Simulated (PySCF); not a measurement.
**Radial density of Au (gold, neutral)**

UHF, [Xe] 4f14 5d10 6p1, 2P determinant (an excited configuration). Computed with PySCF 2.14 in aug-cc-pwCVDZ-PP with ECP60MDF (6s6p5d3f, 70 functions), with scalar relativity through the core potential. This is the valence pseudo-density: the core potential removes the inner electrons and smooths the orbitals near the nucleus.

```
r (bohr)  4πr²ρ (e/bohr)  4πr²(ρα − ρβ)
  0.0735       1.214e-05         0.0000
   0.124       9.606e-05         0.0000
   0.208        0.001592         0.0000
   0.350          0.1010         0.0001
   0.588           4.568         0.0034
   0.989           17.06        -0.0274
    1.66           7.324         0.0025
    2.80           1.140         0.1823
    4.71          0.2348         0.2039
    7.92         0.05659         0.0566
    13.3        0.002108         0.0021
```

Energies and moments cover only the electrons outside the core potential. Spin-orbit coupling, absent here, splits the open shell strongly.

(1) Where is the radial spin density 4πr²(ρα − ρβ) most negative, and why is it negative at all?

## Answers

(1) Around r = 0.989 bohr, down to -0.0274 e/bohr: exchange with the open shell polarises the paired shells in an unrestricted calculation.
